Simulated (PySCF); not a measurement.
CH2ClFO2Si, SMILES O=CO[Si@H](Cl)F. Atoms are numbered in the order given.

```xyz
8

O      1.9625     0.3963     0.9174
C      2.0236    -0.2530    -0.0835
O      0.9544    -0.7602    -0.7413
Si    -0.6577    -0.5452    -0.3088
F     -0.9087    -1.1694     1.1527
Cl    -1.1538     1.4357    -0.2966
H      2.9595    -0.5302    -0.6113
H     -1.4346    -1.2897    -1.3062
```

The structure is a stationary point at B3LYP-D3(BJ)/def2-SVP. The structure was generated by enumeration; whether it is a known compound was not checked. The values are those of a single conformer.

These are TDDFT-PBE/def2-SVPD (PySCF) values and carry that method's errors.

Vertical excitations. Gas-phase values at a fixed geometry.

| state | energy (eV) | λ (nm) | f | main pairs |
|---|---|---|---|---|
| S1 | 5.33 | 233 | 0.001 | HOMO→LUMO 100 % |
| S2 | 6.44 | 193 | 0.001 | HOMO−2→LUMO 91 % |
| S3 | 6.53 | 190 | 0.011 | HOMO−1→LUMO 73 %, HOMO−3→LUMO 15 % |
| S4 | 6.59 | 188 | 0.002 | HOMO→LUMO+1 96 % |
| S5 | 6.95 | 179 | 0.008 | HOMO→LUMO+2 97 % |
| S6 | 7.20 | 172 | 0.005 | HOMO→LUMO+3 79 %, HOMO−3→LUMO 17 % |
| S7 | 7.36 | 168 | 0.002 | HOMO−4→LUMO 95 % |
| S8 | 7.40 | 168 | 0.016 | HOMO→LUMO+4 97 % |
| S9 | 7.65 | 162 | 0.042 | HOMO−5→LUMO 77 % |
| S10 | 7.89 | 157 | 0.114 | HOMO−3→LUMO 28 %, HOMO−5→LUMO 17 %, HOMO→LUMO+5 14 %, HOMO−1→LUMO+2 8 % |
| T1 | 4.79 | 259 | 0 | HOMO→LUMO 99 % |
| T2 | 5.94 | 209 | 0 | HOMO−1→LUMO 61 %, HOMO−3→LUMO 34 % |
| T3 | 6.37 | 195 | 0 | HOMO−2→LUMO 98 % |
| T4 | 6.53 | 190 | 0 | HOMO−3→LUMO 54 %, HOMO−1→LUMO 34 %, HOMO→LUMO+1 10 % |
Triplets are in the Tamm–Dancoff approximation, which puts them higher than full response would, so one can lie above its singlet here.
